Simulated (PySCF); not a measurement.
Er³¹⁺: fine-structure interval

Er³¹⁺ [Kr] 4d1 [4d3/2^1, M_J = 3/2] → Er³¹⁺ [Kr] 4d1 [4d5/2^1, M_J = 5/2], as a difference of total energies. Computed with PySCF 2.14 in an uncontracted even-tempered set (17 s from 2.9 bohr⁻², ratio 2.8; 14 p from 3.8 bohr⁻², ratio 2.8; 9 d from 3.8 bohr⁻², ratio 2.8; 3 f from 13 bohr⁻², ratio 3), with the two-component X2C-1e Hamiltonian. Correlated levels: [Ar] 3d10 frozen; the 96 highest virtual spinors dropped. "Screened" scales the spin-orbit matrix elements by Boettger's factors to mimic the two-electron term; Breit and QED terms are absent.

```
                    method  fine-structure interval (cm⁻¹)
 GHF (screened spin-orbit)                          100200
GMP2 (screened spin-orbit)                          100360
     GHF (bare spin-orbit)                          117540
```
